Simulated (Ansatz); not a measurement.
Basis-set extrapolation for C2HCl2Si (`C#C[Si](Cl)Cl`) radical (PBE0-D4/def2-TZVP geometry, frozen core, Ansatz). Multiplicity 2, UHF reference.

```tsv
	def2-TZVPP	def2-QZVPP
HF	-1284.332461	-1284.369785
MP2 correlation	-0.758466	-0.825246
CCSD(T) correlation	-0.843005	not run
```

Energies in hartree. Use E(X) = E(∞) + A·exp(−7.88·√X) for Hartree–Fock and E(X) = E(∞) + B·X^(−2.97) for correlation, with X = 3 and 4, and add CCSD(T) minus MP2 of the smaller set to the MP2 limit.

Question: What is the CCSD(T) energy at the basis-set limit?

Answer: HF limit: -1284.369785 + (-0.037324) × 0.13774 = -1284.37493. MP2 limit: -0.825246 + (-0.066780) × 0.74074 = -0.87471. Higher-order term: -0.843005 − (-0.758466) = -0.08454. Total: -1285.33418 hartree, 416.7 kJ/mol below CCSD(T)/def2-TZVPP.
